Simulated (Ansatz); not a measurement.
Consider the substitution at a C–As bond: `C[AsH][SiH3]` + `CB(O)S` → `CSB(C)O` + `[SiH3][AsH2]`.

Calculated with Ansatz (gas phase, PBE0-D4/def2-TZVP geometries, no zero-point term in ΔE). CBS: MP2 limit from def2 TZ/QZ plus the TZ coupled-cluster correction, frozen cores. Functionals use def2-TZVPP. B3LYP here is the variant with VWN-RPA as its local correlation; programs differ in this. HSE06 is defined as in plane-wave codes. For As outer-core shells are correlated without core-valence functions, which leaves a few kJ/mol of doubt a bond. Scalar relativity is left out up to krypton. One conformer a species, not always the lowest.

`C[AsH][SiH3]`:

Z-matrix (Å, degrees):
```
C
As 1 1.980
H 1 1.089 2 112.6
H 1 1.090 2 108.4 3 121.4
H 1 1.090 2 108.2 3 -121.1
Si 2 2.360 1 96.1 3 46.4
H 2 1.525 1 96.2 3 -46.2
H 6 1.487 2 109.8 1 -168.6
H 6 1.488 2 108.4 1 72.7
H 6 1.489 2 112.3 1 -46.9
```

`CB(O)S`:

Cartesian coordinates in Å:
```
C 0.085 -0.712 0.849
B -0.153 0.095 -0.471
O -0.763 -0.516 -1.520
S 0.365 1.838 -0.668
H 1.154 -0.793 1.068
H -0.371 -0.211 1.708
H -0.327 -1.720 0.779
H -0.876 0.031 -2.301
H 0.887 1.988 0.557
```

`CSB(C)O`:

```xyz
12

C    -0.140   -0.580   -1.814
S     0.070    1.088   -1.151
B     0.117    0.840    0.649
C    -0.004   -0.563    1.333
O     0.269    1.942    1.435
H     0.693   -1.221   -1.530
H    -0.163   -0.490   -2.899
H    -1.077   -1.019   -1.475
H    -0.940   -1.062    1.064
H     0.035   -0.473    2.420
H     0.801   -1.232    1.016
H     0.338    2.770    0.951
```

`[SiH3][AsH2]`:

```xyz
7

Si    0.303    0.224    0.775
As   -0.123   -1.057   -1.167
H     1.775    0.381    0.914
H    -0.212   -0.526    1.949
H    -0.327    1.569    0.743
H     0.191    0.121   -2.079
H    -1.606   -0.711   -1.135
```

```csv
level,ΔE (kJ/mol),difference from CCSD(T)/CBS
LDA (SPW92),12.2,-6.8
BLYP-D4,17.1,-1.9
B97M-V,16.5,-2.5
CAM-B3LYP-D4,16.9,-2.1
PBE0,17.1,-1.9
B3LYP,17.8,-1.2
r2SCANh,17.2,-1.8
HSE06,17.2,-1.8
CAM-B3LYP,17.1,-1.9
RPA@PBE/def2-TZVPP,21.9,2.9
CCSD(T)/def2-SVP,17.4,-1.6
SCS-MP2/def2-TZVPP,22.9,3.9
CCSD/def2-TZVPP,22.6,3.6
HF/def2-QZVPP,19.2,0.2
MP2/def2-QZVPP,21.7,2.7
SCS-MP2/def2-QZVPP,21.1,2.1
CCSD(T)/CBS,19.0,0
```

Problem. What do rigid-rotor, harmonic-oscillator terms from PBE0-D4/def2-TZVP frequencies (298.15 K, 1 bar) make of the CCSD(T)/CBS value? (Estimate.)

Solution. The calculation gave: ΔZPE = -0.2 kJ/mol, ΔH = +18.7 kJ/mol, ΔS = -5 J/(mol·K), ΔG = +20.3 kJ/mol.

Largest T1 diagnostic among the species: 0.012.

Leaving LDA and LC-ωPBE aside and taking each functional with its dispersion term where it has one, the values, not all of them listed here, spread over 3.6 kJ/mol, from revPBE-D4 to PBE-QIDH. LDA lies −4.2 kJ/mol from PBE without D4.
